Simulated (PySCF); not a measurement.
PySCF 2.14 output of an unrestricted PBE calculation on a single atom or ion in ANO-RCC-VTZP (8s7p5d3f2g1h, 104 functions), with scalar relativity by spin-free X2C-1e:

```
SCF conv_tol = 1e-09
number electrons alpha = 35  beta = 31
    J. P. Perdew, K. Burke, and M. Ernzerhof.,  Phys. Rev. Lett. 77, 3865 (1996)
    J. P. Perdew, K. Burke, and M. Ernzerhof.,  Phys. Rev. Lett. 78, 1396 (1997)
    J. P. Perdew, K. Burke, and M. Ernzerhof.,  Phys. Rev. Lett. 77, 3865 (1996)
    J. P. Perdew, K. Burke, and M. Ernzerhof.,  Phys. Rev. Lett. 78, 1396 (1997)
cycle= 1 E= -12156.2318692424  delta_E= 0.0095  |g|= 0.744  |ddm|= 0.409
cycle= 2 E= -12155.9588621178  delta_E= 0.273  |g|= 1.79  |ddm|= 0.524
cycle= 3 E= -12156.2912674694  delta_E= -0.332  |g|= 0.0481  |ddm|= 0.355
cycle= 4 E= -12156.2916013646  delta_E= -0.000334  |g|= 0.0125  |ddm|= 0.0187
cycle= 5 E= -12156.2916251302  delta_E= -2.38e-05  |g|= 0.000504  |ddm|= 0.00476
cycle= 6 E= -12156.2916252368  delta_E= -1.07e-07  |g|= 3.23e-05  |ddm|= 0.000647
cycle= 7 E= -12156.2916252414  delta_E= -4.54e-09  |g|= 1.01e-05  |ddm|= 0.00027
cycle= 8 E= -12156.2916252419  delta_E= -5.49e-10  |g|= 2.3e-06  |ddm|= 0.000103
converged SCF energy = -12156.2916252419  <S^2> = 6.0041711  2S+1 = 5.0016682
```

The run itself started from symmetry-adapted Hartree-Fock orbitals and held the occupation by maximum overlap, on a logarithmic radial grid, so the iterations belong to that start.

Which element, charge and spin multiplicity is this?

Dy (dysprosium, neutral), multiplicity 5; the state was [Xe] 4f10 6s2, one real determinant.

⟨L²⟩ = 34.01 against 42 for a pure I term, so this real determinant mixes terms. Spin-orbit coupling, absent here, splits the open shell strongly.
